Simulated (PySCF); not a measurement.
Gas-phase equilibrium of 1 mol TiCl₄, 36 mol O₂ at 1600 K and 0.100 bar, among 9 species (ClO, O₂, O, TiCl₄, O₃, TiOCl₂, Cl, Cl₂, TiO₂). Only gases are allowed; each row takes one source of thermochemistry for all species, and Cantera finds the minimum.

Energies from PySCF, thermal terms from the rigid-rotor harmonic-oscillator model, ideal gas at 1 bar. Table values come from the NASA 1993 polynomials. After a fit of one offset per element over all species, the range-separated, M06-2X, PBE0/def2-QZVP and CCSD(T)/def2-TZVPP enthalpies, where run, lie to one side of the table for TiOCl₂ (-50 kJ/mol): a fault of the table's entry, another state or a shared error of the levels is possible; this was not checked at source. S°(298 K) at PBE0/def2-TZVP differs from the NASA 1993 table for TiOCl₂ (+10 J/mol/K); whether the harmonic model or the table's entry is off was not settled. † marks an energy on the PBE0/def2-TZVP geometry and frequencies; other levels use their own. Open shells (unrestricted) among the columns below: ClO (multiplicity 2, electronic degeneracy 4), O₂ (multiplicity 3), Cl (multiplicity 2, electronic degeneracy 6); the rest are closed-shell singlets. Spin-orbit splitting is ignored; it lowers the true energy and changes the entropy of ClO, Cl. The harmonic model lacks anharmonicity and excited electronic states, which grow with temperature; levels with a mode under 35 cm⁻¹ are left out. Soft modes under 120 cm⁻¹ make the harmonic entropy rough for TiCl₄, TiOCl₂. The table's entry may be an old estimate for ClO, TiOCl₂, TiO₂ (not checked at source). Warning, point group unlike the PBE0 one: TiOCl₂ (PBE/def2-SVP).

Molecules larger than those listed are left out. Table species left out: Ti, TiCl, TiCl2, TiCl3, TiO, TiOCl.

Mole fractions:

```json
[
 {"thermochemistry": "table", "x O₂": "0.95", "x Cl": "0.022", "x TiOCl₂": "0.015", "x Cl₂": "0.0039", "x TiCl₄": "0.012", "x ClO": "0.00015", "x TiO₂": "0.00010"},
 {"thermochemistry": "BLYP/def2-TZVP†", "x O₂": "0.93", "x Cl": "0.038", "x TiOCl₂": "0.026", "x Cl₂": "0.0063", "x TiCl₄": "0.00045", "x ClO": "0.00036", "x TiO₂": "2.2e-6"},
 {"thermochemistry": "PBE/def2-SVP", "x O₂": "0.94", "x Cl": "0.024", "x TiOCl₂": "0.021", "x Cl₂": "0.0088", "x TiCl₄": "0.0054", "x ClO": "4.6e-5", "x TiO₂": "5.5e-8"},
 {"thermochemistry": "PBE/def2-TZVP†", "x O₂": "0.94", "x Cl": "0.017", "x TiOCl₂": "0.024", "x Cl₂": "0.016", "x TiCl₄": "0.0020", "x ClO": "0.00038", "x TiO₂": "5.6e-7"},
 {"thermochemistry": "PBE0/def2-QZVP†", "x O₂": "0.93", "x Cl": "0.031", "x TiOCl₂": "0.025", "x Cl₂": "0.0090", "x TiCl₄": "0.0015", "x ClO": "0.00022", "x TiO₂": "7.7e-8"},
 {"thermochemistry": "PBE0/def2-SVP†", "x O₂": "0.93", "x Cl": "0.044", "x TiOCl₂": "0.024", "x Cl₂": "0.0020", "x TiCl₄": "0.0024", "x ClO": "1.6e-5", "x TiO₂": "2.4e-8"},
 {"thermochemistry": "r2SCAN/def2-TZVP†", "x O₂": "0.94", "x Cl": "0.028", "x TiOCl₂": "0.020", "x Cl₂": "0.0057", "x TiCl₄": "0.0068", "x ClO": "0.00019", "x TiO₂": "7.0e-8"}
]
```
The most sensitive of these is TiO₂: it spans a factor of 10^3.6 over these rows; at this temperature one factor of ten is RT ln 10 = 31 kJ/mol.
